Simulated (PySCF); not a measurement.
# Relaxation of quintet Cr(OH)2

Computed with PySCF, UPBE0, basis Cr def2-SVP, O def2-SVP, H def2-SVP (no relativity, density fitting). A (50,194) grid was used.

A hand-made linear (heavy-atom frame) start, of C2h symmetry, held to at least that symmetry:

Coordinates in bohr (charge 0 multiplicity 5):
```
Cr    0.0000    0.0000    0.0000
O     0.0000    0.0000    3.4960
O     0.0000    0.0000   -3.4960
H    -1.3897    0.0000    4.6621
H     1.3897    0.0000   -4.6621
```

At each step, columns x, y, z (Å) and Fx, Fy, Fz (eV/Å):

```
step 0  E − E(last) = 7.13 kJ/mol
Cr   0.000   0.000   0.000   0.000   0.000   0.000
O    0.000   0.000   1.850   0.109   0.000  -1.218
O    0.000   0.000  -1.850  -0.109   0.000   1.218
H   -0.735   0.000   2.467  -0.082   0.000  -0.007
H    0.735   0.000  -2.467   0.082   0.000   0.007
step 1  E − E(last) = 0.61 kJ/mol
Cr   0.000   0.000   0.000   0.000   0.000   0.000
O    0.005   0.000   1.808  -0.104   0.000  -0.267
O   -0.005   0.000  -1.808   0.104   0.000   0.267
H   -0.729   0.000   2.434   0.106   0.000  -0.106
H    0.729   0.000  -2.434  -0.106   0.000   0.106
step 2  E − E(last) = 0.02 kJ/mol
Cr   0.000   0.000   0.000   0.000   0.000   0.000
O    0.004   0.000   1.790   0.007   0.000   0.044
O   -0.004   0.000  -1.790  -0.007   0.000  -0.044
H   -0.724   0.000   2.417  -0.016   0.000   0.029
H    0.724   0.000  -2.417   0.017   0.000  -0.029
step 3  E − E(last) = 0.00 kJ/mol
Cr   0.000   0.000   0.000   0.000   0.000   0.000
O    0.004   0.000   1.793  -0.009   0.000  -0.008
O   -0.004   0.000  -1.793   0.010   0.000   0.008
H   -0.724   0.000   2.420   0.003   0.000   0.006
H    0.724   0.000  -2.420  -0.003   0.000  -0.006
step 4  E − E(last) = 0.00 kJ/mol
Cr   0.000   0.000   0.000   0.000   0.000   0.000
O    0.003   0.000   1.792  -0.010   0.000  -0.006
O   -0.003   0.000  -1.792   0.010   0.000   0.006
H   -0.724   0.000   2.421   0.004   0.000   0.004
H    0.724   0.000  -2.421  -0.004   0.000  -0.004
```

It ends at C2h with Cr–O 1.792 Å (×2), O–H 0.961 Å (×2); Cr–O–H 130.9° (×2), O–Cr–O 180.0° (after a last refinement on a finer grid). A frequency run shows 1 imaginary mode, down to 90i cm⁻¹, so it is a saddle point. Other isomers or separated fragments may lie lower.

With open d or f shells other occupations or spin states may lie lower.

The relaxation took about 80 core-seconds on a shared host.
